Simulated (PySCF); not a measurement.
Harmonic spectrum computed at B3LYP in the def2-SVP basis family (core potentials from Rb on, PySCF, no spin–orbit coupling):

```csv
symmetry,ω (cm⁻¹),IR (km/mol)
b2,47,0.1
b1,108,1.7
a1,110,0.5
a1,342,0.0
a1,354,0.2
b2,373,41.6
```

**Question.** Which molecule gave it? In each, all ligands are bound to the one heavy central atom.
A. YCl₃ (singlet)
B. AuCl₃ (singlet)
C. FeCl₃ (sextet)
D. CoCl₃ (quintet)

**Answer.** B. It has C2v symmetry with Au–Cl 2.283 Å, Au–Cl 2.296 Å (×2).
